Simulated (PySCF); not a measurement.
Species: C₆H₃F₂S (charge -1).
Numbering: `[F:1][c:2]1[cH:3][c:4]([F:5])[cH:6][c:7]([S-:8])[cH:9]1` (hydrogens: H10 on C3; H11 on C6; H12 on C9)

Cartesian coordinates in Å at the GFN2-xTB level; atoms count from 1:
```xyz
12
C6H3F2S angstrom
F     -0.4408    2.7019    0.1821
C     -0.2283    1.3489    0.0898
C     -1.3443    0.5237    0.0847
C     -1.0863   -0.8368   -0.0106
F     -2.1651   -1.6859   -0.0179
C      0.1743   -1.3618   -0.0951
C      1.2985   -0.5060   -0.0859
S      2.8724   -1.1191   -0.1843
C      1.0554    0.8825    0.0096
H     -2.3459    0.9136    0.1503
H      0.3213   -2.4284   -0.1679
H      1.8899    1.5667    0.0193
```

The geometry is computed with GFN2-xTB (gas phase).

Take the most abundant isotopes and a rigid rotor. 

(1) What are A, B and C (GHz)?

(2) Classify the top.

(3) What does the inertial defect say?

(4) List the rotational levels J(Ka,Kc) to J = 5 (MHz).

(5) Estimate the classical rotational partition function at 200 K, 298.15 K and 500 K.

## Answers

(1) Ia = 288.90, Ib = 446.52, Ic = 735.41 u·Å²; 505379 MHz·u·Å²/I gives 1749, 1132 and 687.2 MHz, that is A = 1.7494, B = 1.1318, C = 0.6872 GHz.

(2) An asymmetric top; Ray's κ = -0.163.

(3) Planar: Δ = Ic − Ia − Ib = 0.00 u·Å². For a rigid frame Δ = −2 Σ m c², so it vanishes when all atoms lie in the ab plane; here none is more than 0.01 Å from it.

(4) Above 0(0,0):
J = 1: 1(0,1) 1819, 1(1,1) 2437, 1(1,0) 2881
J = 2: 2(0,2) 5289, 2(1,2) 5630, 2(1,1) 6964, 2(2,1) 8816, 2(2,0) 8985
J = 3: 3(0,3) 10188, 3(1,3) 10329, 3(1,2) 12954, 3(2,2) 14273, 3(2,1) 14999, 3(3,1) 18564, 3(3,0) 18607
J = 4: 4(0,4) 16423, 4(1,4) 16471, 4(1,3) 20643, 4(2,3) 21414, 4(2,2) 23172, 4(3,2) 26084, 4(3,1) 26359, 4(4,1) 31763, 4(4,0) 31772
J = 5: 5(0,5) 24003, 5(1,5) 24017, 5(1,4) 29780, 5(2,4) 30140, 5(2,3) 33346, 5(3,3) 35450, 5(3,2) 36354, 5(4,2) 41227, 5(4,1) 41304, 5(5,1) 48449, 5(5,0) 48451
Those of J = 1 are B + C, A + C and A + B.

(5) Point group C2v, symmetry number σ = 2; q = (√π/σ)·√((kT/h)³/(ABC)), k/h = 20836.6 MHz/K: 204000 at 200 K, 372000 at 298.15 K, 808000 at 500 K.

Stationary, but not proved a minimum. These are rigid-rotor constants of the computed structure; measured ground-state constants (B0) also hold zero-point vibration.
